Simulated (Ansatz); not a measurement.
Ansatz (a program for electronic structure) input (PBE0/def2-TZVP):

Ansatz 0.2 input:
```yaml
crystal:
  periodic: [false, false, false]
  atoms:
    - {symbol: Ge, position_ang: [-0.00516926, 0.00502527, 0.57294344]}
    - {symbol: Cl, position_ang: [1.21986904, 1.42802193, -0.54084538]}
    - {symbol: Cl, position_ang: [-1.21013866, -1.43748127, -0.53763638]}
basis:
  gaussian:
    orbitals: def2-TZVP
hamiltonian:
  xc: {name: PBE0}
magnetization: {spin_polarized: true, initial_magnetization: 2}
relax: {f_tol: 0.003, max_steps: 100}
```

End of the output:

```
the calculation of the forces begins
reference -81548.78117030 eV, -2996.8624322592 hartree; 34, 32 occupied and 88, 90 virtual orbitals, 818 factors
relax step   3: F+E_penalty+E_count = -81548.78114607 eV  Δ(F+E_penalty+E_count) = -9.026e-4 eV  max|allowed force component| = 8.787e-3 eV/Å  Δτ_max = 0.0079 Å  (30 SCF iters, accepted)
these checks for a lower state are left out or cut short: starts, cluster_reference, orbital_swaps, neighbouring_geometries, increment
integrals: 0.07 GiB planned
818 factors; integrals over basis functions are off by at most 2.3e-4 eV
mean field: 0.84 GiB planned
mean field -81548.78114804 eV, -2996.8624314413 hartree, gradient 8.7e-5 eV, S^2 2.004653; 0 other end points of the search recorded, 0 dependent functions left out
the calculation of the forces begins
reference -81548.78117226 eV, -2996.8624323315 hartree; 34, 32 occupied and 88, 90 virtual orbitals, 818 factors
relax step   4: F+E_penalty+E_count = -81548.78114804 eV  Δ(F+E_penalty+E_count) = -1.967e-6 eV  max|allowed force component| = 6.251e-3 eV/Å  Δτ_max = 0.0011 Å  (25 SCF iters, accepted)
these checks for a lower state are left out or cut short: starts, cluster_reference, orbital_swaps, neighbouring_geometries, increment
integrals: 0.07 GiB planned
818 factors; integrals over basis functions are off by at most 2.3e-4 eV
mean field: 0.84 GiB planned
mean field -81548.78115017 eV, -2996.8624315196 hartree, gradient 3.7e-5 eV, S^2 2.004650; 0 other end points of the search recorded, 0 dependent functions left out
the calculation of the forces begins
reference -81548.78117439 eV, -2996.8624324098 hartree; 34, 32 occupied and 88, 90 virtual orbitals, 818 factors
relax step   5: F+E_penalty+E_count = -81548.78115017 eV  Δ(F+E_penalty+E_count) = -2.129e-6 eV  max|allowed force component| = 2.703e-5 eV/Å  Δτ_max = 0.0006 Å  (25 SCF iters, accepted)
integrals: 0.07 GiB planned
818 factors; integrals over basis functions are off by at most 2.3e-4 eV
mean field: 0.84 GiB planned
mean field -81548.78115017 eV, -2996.8624315196 hartree, gradient 3.7e-5 eV, S^2 2.004650; 1 other end points of the search recorded, 0 dependent functions left out
the calculation of the forces begins
reference -81548.78117439 eV, -2996.8624324098 hartree; 34, 32 occupied and 88, 90 virtual orbitals, 818 factors
Total energy: -81548.78117439 eV, -2996.8624324098 hartree
Atom 0 at    -0.005069     0.004928     0.561854 Å, force    -0.000000     0.000000     0.000010 eV/Å
Atom 1 at     1.202405     1.407536    -0.535278 Å, force     0.000023     0.000027    -0.000005 eV/Å
Atom 2 at    -1.192775    -1.416898    -0.532115 Å, force    -0.000023    -0.000027    -0.000005 eV/Å
Dipole moment:    -0.002009     0.001953     0.222704 e Å
```

This is an excited triplet: at this geometry the singlet lies 2.40 eV lower at RI-MP2/CBS(def2-TZVPPD,def2-QZVPPD)+[CCSD(T)-MP2]/def2-TZVPPD.
